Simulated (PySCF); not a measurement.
Geometry:
| atom | x (Å) | y (Å) | z (Å) |
| --- | --- | --- | --- |
| F1 | 2.567 | 1.731 | 0.534 |
| P2 | 1.888 | 0.275 | 0.388 |
| F3 | 1.649 | 0.316 | -1.216 |
| P4 | -0.188 | 0.834 | 1.005 |
| Si5 | -1.228 | -0.548 | -0.470 |
| H6 | -0.188 | -0.132 | 2.060 |
| H7 | -2.562 | -0.857 | 0.123 |
| H8 | -0.483 | -1.822 | -0.703 |
| H9 | -1.395 | 0.187 | -1.753 |

Calculated, not measured (PySCF 2.14.0 with density-fitted response routines): coordinates at the PBE0-D3(BJ)/def2-SVP level, NMR shieldings at PBE0/pcSseg-1/GIAO. A single conformation, relativity neglected, rapidly exchanging positions averaged, no solvent model.

Chemical shifts δ = σref − σ; 1H (σref 31.27) and 29Si (σref 351.99) vs TMS; 19F (σref 177.25) against CFCl3; H3PO4 for 31P (σref 310.13), all at this level.

```csv
atoms,nucleus,count,Hirshfeld charge,δ (ppm)
H6,1H,1,-0.01,2.51
F1/F3,19F,2,-0.15,-98.6
H7/H8/H9,1H,3,-0.07,?
Si5,29Si,1,0.25,-85.3
P2,31P,1,0.31,323.7
P4,31P,1,-0.04,?
```

Estimate the values marked ?.

## Answers


- H7/H8/H9: 4.11 ppm, hydrogen on a silicon bonded to P
- P4: -172.8 ppm, phosphorus bonded to P, Si, H

Unscaled 19F shifts against computed CFCl3 carry errors that often reach 10 to 50 ppm. Experimental scales use liquid or dissolved standards, which lie at an offset from isolated H3PO4.
